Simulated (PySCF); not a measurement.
Al(H)(OMe)(NH2) (CH6AlNO), SMILES [AlH]([NH2])[O]C. Geometry optimised at r2SCAN-D4/def2-SVP. Other conformers were not sampled.

Computed equilibrium geometry at r2SCAN-D4/def2-SVP (PySCF confirms it by a frequency run) as a Z-matrix, and its point group (one conformer of several):
point group Cs.
```
O
C 1 1.3907
H 2 1.1061 1 110.80
H 2 1.1061 3 107.15 1 120.98
H 2 1.1088 3 107.31 4 114.98
Al 1 1.6971 2 142.51 3 -120.60
N 6 1.7725 1 121.49 2 0.00
H 7 1.0152 6 127.00 1 0.00
H 7 1.0157 8 109.28 6 -180.00
H 6 1.5746 1 117.94 2 180.00
```
